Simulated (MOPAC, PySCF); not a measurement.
C$_{3}$H$_{10}$OSi, SMILES `CC(C)[SiH2]O` (C–C–Si–O torsion -179°, C–Si–O–H torsion -78°), neutral singlet in the gas phase. 

Cartesian coordinates (Å):
```xyz
15

C     -1.5996    -0.5201    -0.3871
C     -0.4267     0.3371     0.0818
C      0.2865     1.0032    -1.0910
Si     0.7569    -0.6986     1.1041
O      2.0444     0.1660     1.6748
H     -1.2613    -1.3292    -1.0423
H     -2.1370    -0.9754     0.4493
H     -2.3196     0.0770    -0.9556
H     -0.8094     1.1212     0.7482
H      0.7175     0.2575    -1.7675
H      1.0945     1.6601    -0.7577
H     -0.4067     1.6117    -1.6808
H      1.2346    -1.8311     0.2535
H      0.0685    -1.2332     2.3065
H      2.7572     0.3537     1.0640
```
Charge 0, spin multiplicity 1.

All levels are single points at this geometry (PBE0-D4/def2-TZVP); Pople sets use spherical d functions. Orbital energies aren't observables, and empty levels follow the basis.

HF/3-21G in PySCF gives HOMO (eV) = -10.79.

Question: Estimate the HOMO (eV) from each of these levels: B3LYP-D3(BJ)/def2-TZVP in PySCF; PBE0-D4/def2-TZVP in PySCF; SVWN5/6-31G* in PySCF; HF/STO-3G in PySCF; PM3 in MOPAC.

Answer: 
| level | HOMO (eV) |
|---|---|
| B3LYP-D3(BJ)/def2-TZVP in PySCF | -7.59 |
| PBE0-D4/def2-TZVP in PySCF | -7.77 |
| SVWN5/6-31G* in PySCF | -6.21 |
| HF/STO-3G in PySCF | -8.64 |
| PM3 in MOPAC | -9.71 |
